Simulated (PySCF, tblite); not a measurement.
# Complex of sulfur trioxide and dimethyl ether

A gas-phase complex of sulfur trioxide and dimethyl ether; neutral, singlet. The structure comes from a short search (6 tight-binding starts) and was relaxed by PBE0-D3(BJ)/def2-SVPD; another way of binding may lie lower. No frequency run checks that it is a minimum.

```tsv
part	name	SMILES	atoms	charge	multiplicity
1	sulfur trioxide	O=S(=O)=O	1–4	0	1
2	dimethyl ether	COC	5–13	0	1
```

Coordinates in Å:
```
O1     -1.156   -1.188    0.986
S2     -0.469    0.041    1.343
O3     -0.733    1.239    0.572
O4      0.726   -0.036    2.158
C5     -3.070    0.823    2.469
O6     -1.755    0.550    2.937
C7     -1.701   -0.428    3.969
H8     -3.660    1.242    3.296
H9     -2.975    1.556    1.663
H10    -3.538   -0.098    2.092
H11    -0.646   -0.572    4.216
H12    -2.247   -0.049    4.844
H13    -2.142   -1.373    3.620
```

Contacts between parts, classed by geometry: S2···O6 2.110 Å (partial bond).

Deforming the relaxed parts to their shape here costs 4.3 kcal/mol, which the interaction energies leave out.

Interaction energies are complex less parts, with the parts frozen as they stand in it; counterpoise-corrected, in kcal/mol (PySCF).

Problem. How strongly do the parts interact, level by level?

Solution. 
```json
{"level": "wB97M-D3(BJ)/def2-SVPD", "interaction": "-20.37", "superposition error removed": "-3.28"}
{"level": "PBE0-D3(BJ)/def2-SVPD", "interaction": "-20.66", "superposition error removed": "-3.34"}
```

Problem. What holds them together? Decompose the wB97M-D3(BJ)/def2-SVPD energy: frozen parts, their antisymmetrised product, then relaxation.

Solution. electrostatic -52.2, Pauli repulsion +74.9, orbital relaxation -42.2, dispersion correction -4.1 kcal/mol, which sum to the value before the counterpoise correction; the Pauli term holds the exchange-correlation of the frozen density too. Of the attraction, 53 % is electrostatic, 43 % is orbital relaxation, 4 % is dispersion correction.

The parts were also relaxed and run alone, at the levels used for the complex: shieldings by PBE0/pcSseg-1; core levels by delta-SCF with SCAN, pcX-2 on the ionised atom and pcseg-1 elsewhere, spin-free X2C (2p3/2 is the spin-free 2p value less a third of a first-order spin-orbit splitting).

Values alone: shielding of S2 (ppm): 44.0; shielding of O6 (ppm): 333.9; O1 1s core level (eV): 540.44; S2 2p3/2 core level (eV): 176.70; O6 1s core level (eV): 538.55.

Problem. What does binding change?

Solution. 
```csv
property,alone,in the complex,change
shielding of S2 (ppm),44.0,74.6,+30.6
shielding of O6 (ppm),333.9,235.6,-98.3
O1 1s core level (eV),540.44,538.55,-1.88
S2 2p3/2 core level (eV),176.70,174.93,-1.77
O6 1s core level (eV),538.55,540.29,+1.74
```
